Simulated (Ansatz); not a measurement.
The cluster K₃O⁺. Total charge 1; singlet. Geometry r2SCAN-D4/def2-TZVP.

```xyz
4

K     1.060   -1.978    0.732
K    -1.157    1.360    1.544
K     0.096    0.617   -2.277
O     0.001    0.001    0.000
```

The structure comes from a short search, and lower isomers may exist.

(1) Estimate the orbital energies around the gap (eV) in Ansatz with PBE-D4/def2-SVP, BLYP-D4/def2-TZVP, r2SCAN-D4/def2-TZVP, PBE0-D4/def2-SVP, ωB97M-V/def2-TZVP.

## Answers

(1) 
| orbital | PBE-D4/def2-SVP | BLYP-D4/def2-TZVP | r2SCAN-D4/def2-TZVP | PBE0-D4/def2-SVP | ωB97M-V/def2-TZVP |
| --- | --- | --- | --- | --- | --- |
| HOMO−9 | -21.15 | -20.66 | -21.34 | -23.03 | -25.19 |
| HOMO−8 | -21.14 | -20.65 | -21.33 | -23.02 | -25.19 |
| HOMO−7 | -21.13 | -20.64 | -21.32 | -23.01 | -25.17 |
| HOMO−6 | -21.13 | -20.64 | -21.32 | -23.01 | -25.17 |
| HOMO−5 | -20.88 | -20.40 | -21.03 | -22.75 | -24.95 |
| HOMO−4 | -20.88 | -20.40 | -21.03 | -22.75 | -24.95 |
| HOMO−3 | -19.08 | -19.07 | -19.83 | -21.15 | -23.76 |
| HOMO−2 | -6.34 | -6.32 | -6.24 | -7.33 | -9.74 |
| HOMO−1 | -6.34 | -6.32 | -6.24 | -7.33 | -9.74 |
| HOMO | -6.20 | -6.20 | -6.19 | -7.16 | -9.58 |
| LUMO | -4.54 | -4.49 | -3.78 | -3.91 | -3.12 |
| LUMO+1 | -3.76 | -3.76 | -3.00 | -3.19 | -2.57 |
| LUMO+2 | -3.76 | -3.76 | -3.00 | -3.19 | -2.57 |
| LUMO+3 | -2.65 | -2.58 | -1.92 | -2.04 | -1.40 |
| LUMO+4 | -2.64 | -2.58 | -1.88 | -2.04 | -1.40 |
| LUMO+5 | -2.64 | -2.55 | -1.88 | -2.03 | -1.34 |
